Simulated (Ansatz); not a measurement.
Program: Ansatz. Geometries: PBE0-D4/def2-TZVP. ΔE: electronic, gas phase. CCSD(T)/CBS is the MP2 limit (def2-TZVPP, def2-QZVPP) plus CCSD(T) − MP2 in def2-TZVPP, frozen cores. This one scheme is used for every species. Functionals use def2-TZVPP. B3LYP here is the variant with VWN-RPA as its local correlation; programs differ in this. One conformer a species, not always the lowest.

Consider the cleavage of the Si–B bond: `OB[SiH3]` + `OB1N[SiH2]1` → `[SiH3]OB1N[SiH2]1` + `BO`.

`OB[SiH3]`:

```xyz
8

O     0.848   -1.618   -0.157
B    -0.193   -0.822    0.168
Si   -0.042    1.180   -0.114
H     0.686   -2.552    0.010
H    -1.196   -1.319    0.619
H    -0.249    1.885    1.185
H    -1.122    1.639   -1.034
H     1.268    1.607   -0.677
```

`OB1N[SiH2]1`:

Z-matrix (Å, degrees):
```
Si
B 1 1.923
N 1 1.759 2 44.2
H 1 1.488 2 125.7 3 91.6
H 1 1.488 2 125.7 3 -91.6
O 2 1.350 1 158.9 3 -180.0
H 3 1.009 1 145.5 2 180.0
H 6 0.962 2 113.7 1 180.0
```

`[SiH3]OB1N[SiH2]1`:

Cartesian coordinates in Å:
```
Si 1.774 -1.317 0.666
O 0.918 -0.554 -0.523
B -0.194 0.204 -0.484
N -0.990 0.875 -1.399
Si -1.733 1.175 0.166
H 3.177 -0.843 0.599
H 1.194 -1.016 1.998
H 1.731 -2.777 0.409
H -1.035 1.041 -2.393
H -1.742 2.594 0.614
H -3.101 0.618 0.347
```

`BO`:

Cartesian coordinates in Å:
```
B 0.384 -0.122 0.124
O -0.592 0.175 -0.757
H 1.433 -0.472 -0.332
H 0.190 -0.032 1.306
H -1.413 0.451 -0.341
```

CCSD(T)/CBS gives -120.9 kJ/mol.

Q: Another level gave -123.0 kJ/mol. Which?
A. B2PLYP/def2-TZVPP
B. PBE-D4/def2-TZVPP
C. B3LYP/def2-TZVPP
D. MP2/def2-TZVPP

A: A. B2PLYP -123.0, MP2/def2-TZVPP -128.4, B3LYP -117.3, PBE-D4 -95.9 kJ/mol.

Largest T1 diagnostic among the species: 0.014.

In def2-TZVPP, CCSD(T) changes the Hartree–Fock value by +22.2 kJ/mol (the triples alone add +2.2 kJ/mol) and MP2 by +13.4 kJ/mol. From PBE to PBE0 (25 % exact exchange), in def2-TZVPP and without D4, ΔE moves by −8.6 kJ/mol.
